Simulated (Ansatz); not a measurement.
One change: `[SiH3]OCS` becomes `[SiH3]OCS[SiH3]`.

Ansatz, PBE0-D4/def2-TZVP geometries, multiplicity 1. Each molecule was computed in one conformer, which needn't be the lowest.

```json
{"property": "HOMO energy (PBE/def2-TZVPP) / eV", "`[SiH3]OCS`": "-5.99"}
{"property": "HOMO energy (PBE0/def2-TZVPP) / eV", "`[SiH3]OCS`": "-7.22"}
{"property": "LUMO energy (PBE/def2-TZVPP) / eV", "`[SiH3]OCS`": "-0.83"}
{"property": "LUMO energy (PBE0/def2-TZVPP) / eV", "`[SiH3]OCS`": "0.03"}
{"property": "HOMO energy (ωB97M-V/def2-TZVPP) / eV", "`[SiH3]OCS`": "-9.48"}
{"property": "HOMO–LUMO gap (ωB97M-V/def2-TZVPP) / eV", "`[SiH3]OCS`": "11.18"}
```

Task: What does the change do to each property? (Estimate.)

Result: Ansatz gave: 
```tsv
property	`[SiH3]OCS[SiH3]`	shift
HOMO energy (PBE/def2-TZVPP) / eV	-5.99	0.00
HOMO energy (PBE0/def2-TZVPP) / eV	-7.18	0.04
LUMO energy (PBE/def2-TZVPP) / eV	-0.97	-0.14
LUMO energy (PBE0/def2-TZVPP) / eV	-0.10	-0.13
HOMO energy (ωB97M-V/def2-TZVPP) / eV	-9.38	0.10
HOMO–LUMO gap (ωB97M-V/def2-TZVPP) / eV	10.98	-0.20
```

The zero-point energy changes by 46.3 kJ/mol with +9 modes.
